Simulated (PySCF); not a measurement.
Computed IR spectrum (relative IR intensity) of a molecule C4H4Cl2. The structure is a stationary point at PBE-D3(BJ)/def2-SVP. Other conformers were not sampled. These are PBE-D3(BJ)/def2-SVP (PySCF 2.14.0) values and carry that method's errors. Frequencies are harmonic and unscaled.

Lines under 2 % of the strongest are left out, and lines within 2 cm⁻¹ are merged.

```csv
ν (cm⁻¹),relative intensity
308,6.0
381,3.8
564,18
616,38
649,5.7
676,8.8
743,27
756,55
834,67
916,28
1154,67
1238,16
1302,40
1354,42
1583,6.6
1645,100
3097,4.2
3137,8.6
```

Problem. Which molecule gave these data?
(A) ClC1=C(Cl)CC1
(B) C=C(Cl)/C=C\Cl
(C) C#CCC(Cl)Cl
(D) C=C=C(Cl)CCl

Solution. B, C=C(Cl)/C=C\Cl
